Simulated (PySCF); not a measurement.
**Broadened absorption spectrum of C6H8NP**

C6H8NP.
InChI=1S/C6H8NP/c1-3-6-4-7(2)5-8-6/h3-5H,1H2,2H3

Method: TDDFT B3LYP/def2-SVPD, vertical, gas phase, core orbitals frozen in the response (PySCF 2.14.0, density-fitted response routines). One conformer (not necessarily the lowest) at the GFN2-xTB geometry, without solvent, vibrations or thermal averaging. GFN2-xTB frequencies show an imaginary mode (30i cm⁻¹), so this geometry is no minimum at that level. Torsions of this conformer, `[CH2:1]=[CH:2][c:3]1[cH:4][n:5]([CH3:6])[cH:7][p:8]1`: C1–C2–C3–C4 -179°.

Broadening: Gaussians 0.25 eV wide at half height, area fixed by f = 4.319×10⁻⁹ ∫ε dν̃. The width is an assumption, not a result. The curve ends short of the highest state used, and states not computed would add to its high-energy end.

| E (eV) | ε (L mol⁻¹ cm⁻¹) |
| --- | --- |
| 4.18 | 16 |
| 4.21 | 42 |
| 4.23 | 77 |
| 4.25 | 136 |
| 4.28 | 298 |
| 4.30 | 481 |
| 4.32 | 749 |
| 4.34 | 1127 |
| 4.37 | 1946 |
| 4.39 | 2681 |
| 4.41 | 3568 |
| 4.44 | 5134 |
| 4.46 | 6269 |
| 4.48 | 7400 |
| 4.50 | 8449 |
| 4.53 | 9691 |
| 4.55 | 10201 |
| 4.57 | 10409 |
| 4.60 | 10141 |
| 4.62 | 9615 |
| 4.64 | 8870 |
| 4.66 | 7974 |
| 4.69 | 6492 |
| 4.71 | 5499 |
| 4.73 | 4558 |
| 4.76 | 3306 |
| 4.78 | 2599 |
| 4.80 | 2000 |
| 4.82 | 1506 |
| 4.85 | 941 |
| 4.87 | 667 |
| 4.89 | 460 |
| 4.92 | 251 |
| 4.94 | 161 |
| 4.96 | 101 |
| 4.98 | 61 |
| 5.01 | 28 |
| 5.03 | 17 |
| 5.05 | 12 |
| 5.08 | 12 |
| 5.10 | 17 |
| 5.12 | 26 |
| 5.14 | 42 |
| 5.17 | 81 |
| 5.19 | 123 |
| 5.21 | 182 |
| 5.24 | 319 |
| 5.26 | 458 |
| 5.28 | 656 |
| 5.30 | 944 |
| 5.33 | 1651 |
| 5.35 | 2414 |
| 5.37 | 3532 |
| 5.40 | 6179 |
| 5.42 | 8819 |
| 5.44 | 12338 |

(1) Locate the maxima and give the states behind the curve.

(2) Coming from long wavelengths, where does ε first pass 100 L mol⁻¹ cm⁻¹?

(3) On this curve, what absorbance would a 10⁻⁴ mol/L sample give at 254 nm over a 1 cm path?

## Answers

(1) 271 nm (4.57 eV), ε about 10000, made up of S1 (90%) and S2 (10%) (ε in L mol⁻¹ cm⁻¹; maxima over ε = 5, shares over 10%). At its high-energy end, 5.44 eV, the curve is still rising (ε about 12000, from S5 and S7). The states used: S1 4.56 eV (f 0.087); S2 4.70 eV (f 0.019); S3 5.40 eV (f 0.0068); S4 5.53 eV (f 0.0006); S5 5.58 eV (f 0.038); S6 5.61 eV (f 0.023); S7 5.65 eV (f 0.590); S8 6.04 eV (f 0.0027).

(2) At about 292 nm (4.24 eV), 0.32 eV below S1.

(3) 254 nm is 4.881 eV, where ε is about 540 L mol⁻¹ cm⁻¹, so A = ε c l ≈ 0.054 (Beer–Lambert, with the gas-phase spectrum and the assumed width).

The run took about 1.7 min of CPU time (one thread, shared machine).
